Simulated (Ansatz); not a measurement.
A nudged elastic band was laid between two geometries of BClFH5OSi2 (11 atoms, charge 0, multiplicity 1).

These are results of RKS B3LYP-D4/STO-3G in Ansatz, not measurements.

| Property | Result |
| --- | --- |
| movable images | 5 |
| climbing image | yes |
| spring | 5.0 eV/Å² |
| optimiser | quadratic models (default) |
| start path | through a guess of the saddle point |
| force threshold | 0.03 eV/Å |
| iteration limit | 60 |
| end points | relaxed |

Image 0:

```xyz
11
Properties=species:S:1:pos:R:3
O -2.102 -0.021 -0.665
B -1.609 -0.358 0.548
Si 0.326 -0.017 0.857
F 0.943 -1.045 1.983
Si 1.669 0.106 -0.980
Cl 0.370 1.921 1.790
H -3.104 -0.203 -0.715
H -2.298 -0.818 1.384
H 3.029 0.436 -0.626
H 1.166 1.108 -1.890
H 1.674 -1.166 -1.667
```

Image 6:

```xyz
11
Properties=species:S:1:pos:R:3
O -2.088 0.343 -0.608
B -1.638 -0.232 0.529
Si 0.327 -0.211 0.832
F 0.808 -1.497 1.735
Si 1.662 0.066 -0.994
Cl 0.637 1.504 2.094
H -3.106 0.309 -0.657
H -2.378 -0.711 1.310
H 1.303 1.282 -1.685
H 1.480 -1.041 -1.905
H 3.058 0.130 -0.631
```

Q: What changes between the two ends?

A: No bond is made or broken. The dihedral Cl6–Si3–Si5–H9 goes from 60 to -60°. The two ends are copies of one structure, up to a mirror image or an exchange of like atoms.

Q: Give the energies along the band, and the barrier.

A: The forces met the threshold. The highest image is number 3 of 0 to 6, 0.020 eV above the ends, which have the same energy within 2 meV. A vibrational analysis at the climbing image gives one clearly imaginary mode, 65i cm⁻¹: a first-order saddle point. Limits of this set-up: minimal basis.

```tsv
image	path coordinate (Å)	energy (eV)	dihedral Cl6–Si3–Si5–H9 (°)
0	0.00	0.000	60
1	0.76	0.006	42
2	1.53	0.016	21
3	2.29	0.020	0
4	3.02	0.015	-20
5	3.75	0.005	-40
6	4.47	0.000	-60
```

Q: What is the geometry of the highest image?

A: 
```xyz
11
Properties=species:S:1:pos:R:3
O -2.124 0.432 -0.547
B -1.639 -0.264 0.506
Si 0.318 -0.142 0.837
F 0.826 -1.336 1.846
Si 1.683 0.019 -0.987
Cl 0.545 1.672 1.973
H -3.136 0.332 -0.617
H -2.345 -0.902 1.199
H 2.408 1.267 -0.996
H 0.895 -0.065 -2.194
H 2.636 -1.069 -1.000
```

Time of the run: 5.2 min on 1 thread of Arm Neoverse V2, on a shared host, peak memory 0.23 GiB.
